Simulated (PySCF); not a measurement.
C3H3F3, SMILES F[C@H]1CC1(F)F.

Coordinates come from a r2SCAN-D4/def2-SVP optimisation. The structure was generated by enumeration; whether it is a known compound was not checked.

Two levels are set side by side: TDDFT-PBE/def2-SVPD (PySCF) and TDDFT-ωB97X/def2-SVPD (PySCF). Vertical, same geometry. The lowest singlet is HOMO→LUMO 98 % with PBE and HOMO→LUMO 52 %, HOMO→LUMO+1 23 %, HOMO→LUMO+3 16 % with the other functional; states are paired by order. Differences are taken from unrounded values.

| quantity | TDDFT-ωB97X |
|---|---|
| lowest singlet excitation (eV) | 8.02 |
| lowest triplet excitation (TDA) (eV) | 7.50 |
| first bright state (f over 0.05) (eV) | 10.44 |
| its oscillator strength | 0.15 |

### Question
What does TDDFT-PBE give, and how far is it from TDDFT-ωB97X? (Estimate from the structure and the level; the computed values follow.)

### Answer

```json
[
 {"quantity": "lowest singlet excitation (eV)", "TDDFT-PBE": "6.78", "TDDFT-PBE minus TDDFT-ωB97X": "-1.24"},
 {"quantity": "lowest triplet excitation (TDA) (eV)", "TDDFT-PBE": "6.39", "TDDFT-PBE minus TDDFT-ωB97X": "-1.11"},
 {"quantity": "first bright state (f over 0.05) (eV)", "TDDFT-PBE": "8.88", "TDDFT-PBE minus TDDFT-ωB97X": "-1.56"},
 {"quantity": "its oscillator strength", "TDDFT-PBE": "0.06", "TDDFT-PBE minus TDDFT-ωB97X": "-0.10"}
]
```

A lower first singlet is the usual sign of a functional without exact exchange. Differences between two approximate levels are no errors against the true value.

Rough cost on one machine, each run with all the roots and properties that it gave: TDDFT-ωB97X against TDDFT-PBE about 6 times.
